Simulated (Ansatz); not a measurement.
`[OH][AlH][CH2]O[SiH3]` + `CCC(F)CF` → `[OH][AlH][CH2]O[SiH2]F` + `CCC(C)F`  (formal exchange of groups at the Si–H bond)

Isolated molecules relaxed with PBE0-D4/def2-TZVP in Ansatz; ΔE leaves out vibrations. CCSD(T)/CBS is the MP2 limit (def2-TZVPP, def2-QZVPP) plus CCSD(T) − MP2 in def2-TZVPP, frozen cores. One conformer a species, not always the lowest.

```
                 species  MP2/def2-TZVPP energy (Eh)
 `[OH][AlH][CH2]O[SiH3]`                  -723.55403
              `CCC(F)CF`                  -356.34106
`[OH][AlH][CH2]O[SiH2]F`                  -822.77547
               `CCC(C)F`                  -257.21416
```

(1) Work out ΔE.

Largest T1 diagnostic among the species: 0.013.

Results:

(1) ΔE = (-822.77547) + (-257.21416) − (-723.55403) − (-356.34106) = -0.09454 Eh = -59.3 kcal/mol. CCSD(T)/CBS gives -57.9 kcal/mol.

From PBE to PBE0 (25 % exact exchange), in def2-TZVPP and without D4, ΔE moves by −1.3 kcal/mol.
